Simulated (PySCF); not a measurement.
Computed properties of GeF2, SMILES [Ge]([F])[F]

GeF2, SMILES [F][Ge][F] (connectivity only; charge and spin as stated), neutral, multiplicity 1. Coordinates come from a B3LYP-D3(BJ)/def2-TZVP optimisation. The isomer is the one that the SMILES or the coordinates give; other isomers of the formula were not compared. Other conformers were not sampled. All values are computed for the isolated molecule unless a solvent is named; none is compared with measurement here.

**Structure.** The optimised structure has C2v symmetry. All 3 harmonic modes at B3LYP-D3(BJ)/def2-TZVP (PySCF) are real, so it is a minimum. With heavy atoms numbered as in [Ge:1]([F:2])[F:3], the shortest bond between them is Ge1–F2 at 1.758 Å and the longest Ge1–F3 at 1.758 Å.

**Vibrations.** The strongest infrared lines (harmonic, unscaled, degenerate partners summed) lie at 649 cm⁻¹ (138 km/mol, F 77 %, Ge 23 %), 675 cm⁻¹ (97 km/mol, F 80 %, Ge 20 %), 253 cm⁻¹ (12 km/mol, F 85 %, Ge 15 %). The softest mode is at 253 cm⁻¹ and the zero-point energy is 2.3 kcal/mol.

**Electronic structure.** B3LYP/def2-TZVPD (PySCF) places the frontier levels at -8.93 and -2.99 eV, a gap of 5.94 eV, and gives a dipole moment of 2.69 D and a mean polarisability of 30.4 bohr³.

**Excitations.** TDA-CAM-B3LYP/def2-SVPD (PySCF) has S1 at 5.71 eV (217 nm, f = 0.157, bright); the most intense of the 10 singlets computed lies at 8.65 eV (f = 0.41). T1 (TDA) is at 3.69 eV, 2.02 eV under S1. No vertical singlet excitation falls in the visible range (under 3.1 eV).

**NMR.** GIAO shifts at KT2/pcSseg-2 (PySCF) (non-relativistic, atoms alike by connectivity averaged): ¹⁹F at 56.9 ppm against CFCl3.
